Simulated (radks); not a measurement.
Values are calculated unless marked as measured or tabulated.
Ionisation of Ce, [Xe] 4f1 5d1 6s2, to Ce+, [Xe] 4f1 5d2, under several functionals. Scalar-relativistic Kohn-Sham, spin-polarised, spherical densities, finite nucleus; open shells are filled with parallel spins first (spin-orbit coupling, left out, can overturn this in heavy ions); a radial shooting solver on a logarithmic mesh with Libxc functionals.

functional                                        E(Ce) (hartree)  Exc (hartree)  IE (eV)  -e(HOMO) (eV)  <r> HOMO (bohr)  IE error (eV)
TASK exchange with Perdew-Wang LDA correlation         -8859.4354      -207.8190    4.870          3.318            2.851         -0.669
LDA (Slater exchange, Perdew-Zunger correlation)       -8853.4829      -202.6052    6.093          3.407            2.910         +0.554
exchange-only LDA                                      -8847.8792      -196.9294    5.205          2.562            2.976         -0.333
exchange-only r2SCAN                                   -8857.9320      -206.5285    4.716          2.642            2.924         -0.823
exchange-only B88                                      -8857.8444      -206.9583    5.268          2.650            2.970         -0.270
r2SCAN                                                 -8861.1018      -209.7433    5.387          3.377            2.893         -0.151

NIST Atomic Spectra Database: 5.539 eV (measured). Closest: r2SCAN. The Delta-SCF values span 1.38 eV, the total energies 13.22 hartree. The highest occupied level is 5d. Open shells are spherical and high-spin; term and fine-structure splittings are not resolved. Spin-orbit splitting is averaged out at the scalar-relativistic level.
